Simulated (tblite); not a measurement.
Isomers of C5H10NSi (doublet state). Computed values, GFN2-xTB/tblite, gas phase, harmonic and unscaled. Errors from tens to a few hundred cm⁻¹ against measured bands are possible. Modes of hydrogen on silicon can be 10 to 20 % off. One conformer each. Open shells enter through the occupations alone, without spin polarisation, and single modes of such species can be off by tens of per cent.

Electronic energies: GFN2-xTB at the same geometries; isomer energies are rough at this level and their order can be wrong.

```csv
SMILES,"electronic energy, lowest = 0 (kJ/mol)"
C=C1C[C](N[SiH3])C1,0.0
[CH]=C1CC(N[SiH3])C1,87.9
C=C1CC([N][SiH3])C1,13.3
C=C1CC(N[SiH2])C1,0.6
```

Task: How do GFN2-xTB zero-point energies change the relative energies?

Result: 
```json
{"SMILES": "C=C1C[C](N[SiH3])C1", "ZPE (kJ/mol)": "339.8", "of it from modes above 1550 cm⁻¹": "177.6", "electronic (kJ/mol)": "0.0", "with ZPE, lowest = 0 (kJ/mol)": "0.0", "lowest mode (cm⁻¹)": "45", "rings": "1"}
{"SMILES": "C=C1CC(N[SiH2])C1", "ZPE (kJ/mol)": "353.0", "of it from modes above 1550 cm⁻¹": "184.7", "electronic (kJ/mol)": "0.6", "with ZPE, lowest = 0 (kJ/mol)": "13.7", "lowest mode (cm⁻¹)": "40", "rings": "1"}
{"SMILES": "C=C1CC([N][SiH3])C1", "ZPE (kJ/mol)": "339.1", "of it from modes above 1550 cm⁻¹": "175.9", "electronic (kJ/mol)": "13.3", "with ZPE, lowest = 0 (kJ/mol)": "12.6", "lowest mode (cm⁻¹)": "40", "rings": "1"}
{"SMILES": "[CH]=C1CC(N[SiH3])C1", "ZPE (kJ/mol)": "339.9", "of it from modes above 1550 cm⁻¹": "179.5", "electronic (kJ/mol)": "87.9", "with ZPE, lowest = 0 (kJ/mol)": "87.9", "lowest mode (cm⁻¹)": "56", "rings": "1"}
```

The zero-point energies span 13.9 kJ/mol, from `C=C1CC([N][SiH3])C1` to `C=C1CC(N[SiH2])C1`. The lowest isomer stays, but the order above it changes.

Task: What do entropy and thermal enthalpy add at 298.15 K and 1 bar (rigid rotor, harmonic oscillator, one conformer each)?

Result: 
```json
{"SMILES": "C=C1C[C](N[SiH3])C1", "point group": "C1", "symmetry number": "1", "S (J/(mol K))": "393.2", "H − H(0) (kJ/mol)": "26.19", "ZPE + H − H(0) − TS (kJ/mol)": "248.8"}
{"SMILES": "C=C1CC(N[SiH2])C1", "point group": "C1", "symmetry number": "1", "S (J/(mol K))": "391.5", "H − H(0) (kJ/mol)": "25.34", "ZPE + H − H(0) − TS (kJ/mol)": "261.6"}
{"SMILES": "[CH]=C1CC(N[SiH3])C1", "point group": "C1", "symmetry number": "1", "S (J/(mol K))": "391.7", "H − H(0) (kJ/mol)": "26.00", "ZPE + H − H(0) − TS (kJ/mol)": "249.1"}
```

S holds R ln(2S + 1) for the spin.

Not tabulated: `C=C1CC([N][SiH3])C1` (point group not settled).
